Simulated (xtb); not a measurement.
xtb input:

```bash
xtb mol.xyz --gfnff --opt tight --chrg 1 --uhf 0
```
mol.xyz:
```
4

Te    -0.06610648     0.11224322     0.29641934
F     -1.18677056    -1.05984151    -0.54447816
F      0.10753390     1.24286059    -1.12777608
F      1.46118522    -0.83153545    -0.04039083
```

Predict the final energy.

1.22020 Eh (GFN-FF).

It need not be the lowest isomer of its formula.
